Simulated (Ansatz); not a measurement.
The cluster Ag3O⁺, relaxed as a singlet with RKS B3LYP-D4/def2-SVP in Ansatz, starting from the GFN2-xTB geometry. Force threshold 0.02 eV/Å.

In the def2 sets Ag takes a core potential; there is no spin–orbit coupling. The structure comes from a short search, and lower isomers may exist.

Start:

```xyz
4

Ag    2.029   -0.732    0.236
Ag   -2.157   -0.126   -0.203
Ag    0.208    1.366   -0.076
O    -0.080   -0.508    0.042
```

Problem. Estimate the energy that the relaxation releases and the steps that it takes.

Solution. 0.65 eV, in 7 steps; 20 s on 4 threads of Arm Neoverse V2 on a shared host. No frequencies were taken in this run, so the end may be a saddle point.

Problem. Does the start keep its bonding and symmetry?

Solution. By distances, no bond broke or formed, bridged metal pairs apart. The bond that changes most is Ag3–O4, from 1.90 to 2.07 Å (atoms count from 1). Metal–metal contacts that move far: Ag1–Ag3 2.80 to 3.58 Å, Ag2–Ag3 2.80 to 3.58 Å. Point group C2v at the start, C3v at the end, both within 0.05 Å.

Problem. Predict the relaxed structure.

Solution. 
```xyz
4

Ag    1.6128   -1.2801    0.2041
Ag   -1.9144   -0.7675   -0.1657
Ag    0.3086    2.0432   -0.1111
O    -0.0070    0.0043    0.0727
```
Bond lengths (bridged metal pairs left out): 3 × Ag–O 2.07 Å.
